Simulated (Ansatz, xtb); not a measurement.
**Isomers of C3H4BNO in order of energy**

3 gas-phase structures of C3H4BNO, from a drawn sample of its isomers (lower ones may exist). Each was relaxed with GFN2-xTB:

A. `Bc1cocn1`, a singlet
B. `Bc1ncco1`, a singlet
C. `Bc1cnco1`, a singlet

Q: Which do you expect lowest at r2SCAN-D4/def2-SVP, and how would the others follow?

A: Calculated order at r2SCAN-D4/def2-SVP: C (0.0), B (16.0), A (20.4) kJ/mol.

Energies above the lowest of each column, in kJ/mol; the last columns are at PBE0-D3(BJ)/def2-SVP geometries:

```json
{"structure": "C", "GFN2-xTB": "0.0", "HF/STO-3G": "0.0", "r2SCAN-D4/def2-SVP": "0.0", "PBE0-D3(BJ)/def2-SVP": "0.0", "CCSD(T)/def2-SVP + ΔMP2/def2-TZVPP": "0.0"}
{"structure": "B", "GFN2-xTB": "10.6", "HF/STO-3G": "8.1", "r2SCAN-D4/def2-SVP": "16.0", "PBE0-D3(BJ)/def2-SVP": "18.0", "CCSD(T)/def2-SVP + ΔMP2/def2-TZVPP": "18.3"}
{"structure": "A", "GFN2-xTB": "16.4", "HF/STO-3G": "9.9", "r2SCAN-D4/def2-SVP": "20.4", "PBE0-D3(BJ)/def2-SVP": "18.0", "CCSD(T)/def2-SVP + ΔMP2/def2-TZVPP": "14.0"}
```

Every level run on C puts it lowest or level with the lowest. CCSD(T)/def2-SVP + ΔMP2/def2-TZVPP orders those it was run on as C (0.0), A (14.0), B (18.3) kJ/mol. Flexible structures stand in one conformer each, not always the lowest. ΔMP2 is the change of the MP2 energy from the smaller to the larger basis.

Programs: Ansatz 0.2.0, xtb 6.7.1.
